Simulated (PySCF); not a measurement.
Optical rotation: `F[C@@H]1C[SiH2][C@H](F)C1`, C4H8F2Si

Geometry:
| atom | x (Å) | y (Å) | z (Å) |
| --- | --- | --- | --- |
| F1 | -1.505 | -2.040 | 0.277 |
| C2 | -0.714 | -0.933 | 0.519 |
| C3 | -1.387 | 0.332 | -0.008 |
| Si4 | 0.032 | 1.588 | -0.204 |
| C5 | 1.386 | 0.221 | -0.035 |
| F6 | 2.359 | 0.312 | -1.019 |
| C7 | 0.639 | -1.103 | -0.165 |
| H8 | -0.591 | -0.891 | 1.609 |
| H9 | -1.836 | 0.096 | -0.974 |
| H10 | -2.194 | 0.644 | 0.650 |
| H11 | 0.090 | 2.218 | -1.519 |
| H12 | 0.116 | 2.546 | 0.899 |
| H13 | 1.935 | 0.267 | 0.912 |
| H14 | 1.194 | -1.941 | 0.259 |
| H15 | 0.471 | -1.309 | -1.224 |

Computed with TDDFT BHandHLYP/def2-SVPD circular dichroism and optical rotation, one conformer, gas phase in PySCF 2.14.0. Geometry: GFN2-xTB.

States above about 9.6 eV (minus the energy of the highest occupied orbital) lie near or above the ionisation threshold and depend on the basis.

Stereocentres: C2 S, C5 S.

Problem. Give the optical rotatory dispersion at 633, 589.3, 546, 436, 405, 365, 355 nm.

Solution. [α] in deg dm⁻¹ (g/mL)⁻¹:
| λ (nm) | origin-invariant length gauge | modified velocity gauge | length gauge (centre of mass) | isotropic polarisability (au) |
| --- | --- | --- | --- | --- |
| 633 | -5.2 | -6.9 | -5.1 | 71.2 |
| 589.3 | -6.0 | -8.0 | -5.8 | 71.4 |
| 546 | -6.8 | -9.2 | -6.7 | 71.7 |
| 436 | -9.7 | -14.0 | -9.5 | 72.8 |
| 405 | -10.7 | -15.9 | -10.4 | 73.4 |
| 365 | -11.7 | -18.8 | -11.3 | 74.2 |
| 355 | -11.8 | -19.6 | -11.4 | 74.5 |

Problem. And for the mirror image at 589.3 nm?

Solution. +6.0 deg dm⁻¹ (g/mL)⁻¹ (origin-invariant length gauge): the same size and the opposite sign.

Problem. What is the molar rotation [Φ] = [α]·M/100 of the geometry above at 589.3 nm?

Solution. With M = 122.19 g/mol, -7.3 deg cm² dmol⁻¹ (origin-invariant length gauge).

The first excitation lies at 7.65 eV (162 nm) with R = +2.9 × 10⁻⁴⁰ esu² cm² (velocity form).
